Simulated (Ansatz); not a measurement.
Abridged output of a molecular run in Ansatz:

```
Functional definition: HF
1461 factors; integrals over basis functions are off by at most 1.6e-3 eV
mean field evaluation 1: about -22690.0128 eV, gradient 4.5e1 eV
mean field evaluation 2: about -22690.0223 eV, gradient 4.5e1 eV
mean field evaluation 4: about -22695.1666 eV, gradient 4.7e0 eV
mean field evaluation 8: about -22695.2362 eV, gradient 2.7e-4 eV
mean field -22695.23616611 eV, -834.0345457211 hartree, gradient 1.2e-6 eV, S^2 0.000000; 0 other end points of the search recorded, 0 dependent functions left out
14 core orbitals not correlated: weight in the atoms' cores, before any rotation towards them, 1.000 or more for the frozen orbitals, at most 0.000 for the correlated occupied ones
reference -22695.23616611 eV, -834.0345457211 hartree; 19, 19 occupied and 114, 114 virtual orbitals, 1461 factors
second order -22.68281294 eV of doubles, -0.00000000 eV of singles
cycle   1  -24.12621044 eV  change    -1.4e0 eV  update   1.0e-1
cycle   2  -24.74063293 eV  change   -6.1e-1 eV  update   3.1e-2
cycle   3  -24.86720743 eV  change   -1.3e-1 eV  update   1.5e-2
cycle   4  -24.86838663 eV  change   -1.2e-3 eV  update   3.4e-3
cycle   5  -24.86790293 eV  change    4.8e-4 eV  update   1.4e-3
cycle   6  -24.86783914 eV  change    6.4e-5 eV  update   4.6e-4
cycle   7  -24.86770941 eV  change    1.3e-4 eV  update   1.9e-4
cycle   8  -24.86769511 eV  change    1.4e-5 eV  update   6.2e-5
cycle   9  -24.86770089 eV  change   -5.8e-6 eV  update   2.1e-5
perturbative correction -0.63704702 eV, -0.0234110463 hartree
Total energy: -22720.74091403 eV, -834.9718279192 hartree
```

Its atoms:

Z-matrix (Å, degrees):
```
C
O 1 1.389
H 1 1.100 2 111.2
H 1 1.097 2 110.5 3 -118.7
H 1 1.100 2 113.1 3 121.0
Al 2 1.717 1 131.4 3 -108.2
C 6 1.954 2 115.4 1 -171.1
C 6 1.966 2 117.6 1 -14.0
S 6 2.635 2 93.2 1 88.0
H 7 1.094 6 111.7 2 -34.8
H 7 1.095 6 111.0 2 84.5
H 7 1.095 6 112.4 2 -156.2
H 8 1.095 6 113.3 2 41.7
H 8 1.096 6 110.8 2 -78.0
H 8 1.095 6 111.9 2 163.3
H 9 1.343 6 93.4 2 -55.6
H 9 1.344 6 100.1 2 -148.9
```

(1) Which basis set was used?
A. def2-QZVPP
B. cc-pV(Q+d)Z
C. def2-SVPD
D. def2-SVP

(2) Write the keys of the input that set method, charge and spin (a neutral closed shell needs none for the last two).

Answers

(1) D. It gives 147 functions.

(2) 
```yaml
correlation: {method: ccsd_t}
```
